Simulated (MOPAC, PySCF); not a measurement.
CH7NSi2, SMILES `[SiH](/N)=[SiH]/C`, neutral singlet in the gas phase. 

Cartesian coordinates (Å):
SMILES: C/[SiH]=[SiH]\N
```xyz
11

C      1.9474    -0.5194     0.5580
Si     0.9070     1.0298     0.1513
Si    -1.2070     0.6281    -0.4465
N     -2.2909    -0.4777     0.2928
H      1.4366    -1.1468     1.3017
H      2.1640    -1.1258    -0.3311
H      2.9043    -0.2009     0.9975
H      1.4658     1.6779    -1.0941
H     -2.0583     1.7871    -0.8710
H     -1.9958    -1.3696     0.6745
H     -3.2729    -0.2827     0.4559
```
Charge 0, multiplicity 1.

All levels are single points at this geometry (PBE-D3(BJ)/def2-TZVP); Pople sets use spherical d functions. Orbital energies aren't observables, and empty levels follow the basis.

| level | HOMO (eV) | LUMO (eV) | gap (eV) | dipole (D) | vertical IE, Delta-SCF (eV) |
|---|---|---|---|---|---|
| PBE-D3(BJ)/def2-TZVP in PySCF | -4.53 | -2.22 | 2.31 | 2.78 | 7.14 |
| B3LYP/6-311+G** in PySCF | -5.24 | -1.83 | 3.41 | 2.58 | – |
| M06-2X/6-31G* in PySCF | -6.02 | -0.71 | 5.31 | 2.89 | – |
| PBE/6-31G* in PySCF | -4.34 | -2.01 | 2.33 | 3.01 | 7.02 |
| SVWN5/6-31G* in PySCF | -4.41 | -2.10 | 2.30 | 3.02 | 7.18 |
| HF/3-21G in PySCF | -6.97 | 1.43 | 8.40 | 3.01 | – |
| HF/6-31G* in PySCF | -6.90 | 1.41 | 8.31 | 3.01 | 5.98 |
| AM1 in MOPAC | -7.29 | -1.49 | 5.80 | 2.98 | – |
| PM6 in MOPAC | -6.64 | -0.83 | 5.81 | 2.58 | – |
